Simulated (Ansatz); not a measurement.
```yaml
crystal:
  periodic: [false, false, false]
  atoms:
    - {symbol: N, position_ang: [-1.192448, 1.225527, -0.384071]}
    - {symbol: W, position_ang: [0.258377, 0.375956, 0.092899]}
    - {symbol: N, position_ang: [1.237987, -0.140403, -1.259279]}
    - {symbol: Xx, position_ang: [-0.313649, -1.233021, 1.014822]}
    - {symbol: Cl, position_ang: [1.518001, 1.757731, 1.434511]}
    - {symbol: H, position_ang: [-1.844618, 1.655950, -1.020544]}
    - {symbol: H, position_ang: [1.503182, -0.225371, -2.227892]}
    - {symbol: H, position_ang: [0.153852, -2.120944, 0.916126]}
    - {symbol: H, position_ang: [-1.232183, -1.341625, 1.416329]}
basis:
  gaussian: {orbitals: def2-TZVP}
hamiltonian: {xc: {name: wPBEh}}
accuracy: high
scf: {lower_state_search: light}
output: {forces: true}
```

```sh
$ ansatz run in.yaml --threads 4 --pin off --events-out ev --progress --plain --max-ram 10444MiB
```

It prints (some lines left out):

```
Error: YAML parse error: error: line 7 column 16: `Xx` is not an element symbol (H … Og, case-exact)
 --> <input>:7:16
5 |     - {symbol: W, position_ang: [0.258377, 0.375956, 0.092899]}
6 |     - {symbol: N, position_ang: [1.237987, -0.140403, -1.259279]}
7 |     - {symbol: Xx, position_ang: [-0.313649, -1.233021, 1.014822]}
8 |     - {symbol: Cl, position_ang: [1.518001, 1.757731, 1.434511]}
9 |     - {symbol: H, position_ang: [-1.844618, 1.655950, -1.020544]}
```

What is wrong with this run?

An element symbol is wrong. The program refused the input.
